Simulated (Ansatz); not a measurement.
A structure relaxed at PBE0-D4/def2-TZVP, charge 0, multiplicity 2:

Cartesian coordinates in Å:
```
O -1.1915 -0.1408 -0.2855
Ge 0.3103 0.2637 0.5453
F 0.7625 1.7998 -0.0925
F 1.5405 -0.8503 0.0383
H -1.4219 -1.0724 -0.2056
```

(1) Give its formula and SMILES.

(2) Summarise the bond lengths by kind.

Results:

(1) F2GeHO, `[OH][Ge]([F])[F]`.

(2) 1 × Ge–O 1.763 Å; 1 × H–O 0.963 Å; 2 × F–Ge 1.724 to 1.735 Å.

All numbers were calculated with Ansatz.
